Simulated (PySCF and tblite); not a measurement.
Results of a calculation; reference values are marked as such.
Stationary points of C7H14NO (charge +1) at GFN2-xTB, in Å:

Structure A

```
 1 C     2.821    0.685    0.754
 2 O     2.304   -0.522    0.201
 3 C     0.422   -0.984    0.869
 4 N     0.155   -2.179    0.422
 5 C    -0.588   -1.746   -0.749
 6 C    -0.397   -0.305   -0.196
 7 C    -1.636    0.394    0.309
 8 C    -1.607    1.879    0.530
 9 C    -2.377    1.313   -0.619
10 H     3.745    0.957    0.243
11 H     3.011    0.590    1.824
12 H     2.079    1.462    0.583
13 H     0.704   -0.705    1.873
14 H     2.941   -1.233    0.366
15 H     0.420   -3.103    0.734
16 H    -1.616   -2.103   -0.763
17 H    -0.097   -1.968   -1.695
18 H     0.172    0.352   -0.851
19 H    -2.224   -0.201    0.996
20 H    -2.150    2.277    1.372
21 H    -0.694    2.412    0.316
22 H    -1.987    1.453   -1.615
23 H    -3.454    1.316   -0.573
```

Structure B

```
 1 C     3.062    0.316    0.912
 2 O     2.054   -0.116   -0.014
 3 C     0.734   -0.472    0.485
 4 N     0.740   -1.865    0.053
 5 C    -0.393   -1.649   -0.876
 6 C    -0.388   -0.143   -0.527
 7 C    -1.650    0.417    0.066
 8 C    -1.822    1.908    0.154
 9 C    -2.628    1.123   -0.830
10 H     3.995    0.375    0.354
11 H     3.169   -0.376    1.748
12 H     2.800    1.309    1.277
13 H     0.603   -0.202    1.533
14 H     2.012   -1.269   -0.376
15 H     0.666   -2.640    0.705
16 H    -1.309   -2.156   -0.577
17 H    -0.149   -1.916   -1.903
18 H    -0.031    0.496   -1.335
19 H    -2.058   -0.179    0.873
20 H    -2.317    2.311    1.022
21 H    -1.028    2.535   -0.223
22 H    -2.385    1.210   -1.877
23 H    -3.679    0.982   -0.640
```

Structure C

```
 1 C     2.939    0.437    1.286
 2 O     1.938    0.307    0.275
 3 C     0.831   -0.381    0.581
 4 N     0.892   -1.880    0.098
 5 C    -0.422   -1.696   -0.585
 6 C    -0.373   -0.172   -0.367
 7 C    -1.585    0.484    0.233
 8 C    -1.698    1.982    0.192
 9 C    -2.583    1.147   -0.674
10 H     3.677    1.126    0.883
11 H     3.415   -0.523    1.499
12 H     2.514    0.852    2.201
13 H     0.569   -0.382    1.647
14 H     1.666   -1.993   -0.565
15 H     0.945   -2.624    0.798
16 H    -1.227   -2.175   -0.028
17 H    -0.432   -2.046   -1.614
18 H    -0.050    0.370   -1.256
19 H    -1.969   -0.021    1.111
20 H    -2.130    2.480    1.044
21 H    -0.899    2.536   -0.276
22 H    -2.394    1.131   -1.735
23 H    -3.627    1.067   -0.419
```

Level: PBE0/pcSseg-1 + D3(BJ) on GFN2-xTB stationary points, with GFN2-xTB thermal terms.

Task: Which structure is a saddle point, and along which motion?

Result: B: one imaginary mode (1373i cm⁻¹ at GFN2-xTB, mostly on H14), along the shift of hydrogen on N4 from N4 to O2.

Task: Give their symmetry and energies above the lowest.

Result: A C1, 19.1 kcal/mol; B C1, 36.6 kcal/mol; C C1, 0.0 kcal/mol.

Tunnelling of the moving H, left out here, will speed the real process. In real samples such hydrogens mostly exchange between molecules or through solvent, far faster than by this path. DFT energies on a tight-binding saddle of a bond shift can be off by several kcal/mol. The ion is treated without a counter-ion.
